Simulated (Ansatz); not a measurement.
```yaml
crystal:
  periodic: [false, false, false]
  atoms:
    - {symbol: C, position_ang: [-0.772360, 0.779318, -0.900469]}
    - {symbol: Si, position_ang: [0.839619, -0.157329, -0.285691]}
    - {symbol: N, position_ang: [0.646847, -0.533540, 1.468824]}
    - {symbol: Cl, position_ang: [1.016122, -2.076342, -1.303960]}
    - {symbol: H, position_ang: [-0.698859, 1.011843, -2.019732]}
    - {symbol: H, position_ang: [-0.899426, 1.770067, -0.335178]}
    - {symbol: H, position_ang: [-1.696129, 0.123085, -0.715052]}
    - {symbol: H, position_ang: [0.335596, 0.232347, 2.131000]}
    - {symbol: H, position_ang: [1.321407, -1.197856, 1.942408]}
basis:
  gaussian: {orbitals: ANO-RCC-VTZP}
magnetization: {spin_polarized: true, initial_magnetization: 1}
hamiltonian: {xc: {name: PBE0-DH}}
scf: {lower_state_search: light}
output: {forces: true}
```

```sh
$ ansatz run in.yaml --threads 4 --pin off --events-out ev --progress --plain --max-ram 10444MiB
```

Shortened log:

```
Functional definition: PBE0-DH
1171 factors; integrals over basis functions are off by at most 1.1e-3 eV
mean field evaluation 1: about -23046.9942 eV, gradient 4.0e1 eV
mean field evaluation 2: about -23047.0476 eV, gradient 4.0e1 eV
mean field evaluation 4: about -23053.7102 eV, gradient 5.5e0 eV
mean field evaluation 8: about -23053.8745 eV, gradient 4.1e-1 eV
mean field evaluation 16: about -23053.8771 eV, gradient 1.5e-3 eV
mean field -23053.87706826 eV, -847.2143557794 hartree, gradient 5.9e-6 eV, S^2 0.754868; 0 other end points of the search recorded, 0 dependent functions left out
12 core orbitals not correlated: weight in the atoms' cores, before any rotation towards them, 1.000 or more for the frozen orbitals, at most 0.000 for the correlated occupied ones
reference -23053.87710162 eV, -847.2143570053 hartree; 13, 12 occupied and 173, 174 virtual orbitals, 1171 factors
second order -23.27403919 eV of doubles, -0.00000000 eV of singles
Total energy: -23056.78635652 eV, -847.3212701509 hartree
Relativity: scalar
Atom 0 at    -0.772360     0.779318    -0.900469 Å, force    -0.376327     0.128950    -0.104917 eV/Å
Atom 1 at     0.839619    -0.157329    -0.285691 Å, force    -1.158311    -0.844578     0.875590 eV/Å
Atom 2 at     0.646847    -0.533540     1.468824 Å, force     0.692136     0.435431     0.255603 eV/Å
Atom 3 at     1.016122    -2.076342    -1.303960 Å, force    -0.170796     1.283776     0.733765 eV/Å
Atom 4 at    -0.698859     1.011843    -2.019732 Å, force    -0.066169    -0.388184     1.716465 eV/Å
Atom 5 at    -0.899426     1.770067    -0.335178 Å, force     0.232504    -1.519700    -0.826878 eV/Å
Atom 6 at    -1.696129     0.123085    -0.715052 Å, force     1.426662     0.986268    -0.273916 eV/Å
Atom 7 at     0.335596     0.232347     2.131000 Å, force     0.724547    -1.512196    -1.378297 eV/Å
Atom 8 at     1.321407    -1.197856     1.942408 Å, force    -1.304247     1.430233    -0.997414 eV/Å
Dipole moment:    -0.099194     0.453267     0.394379 e Å
```

It took 27 s on 4 threads of an Arm Neoverse V1 on a shared host, with 1.1 GiB of host memory at the peak.
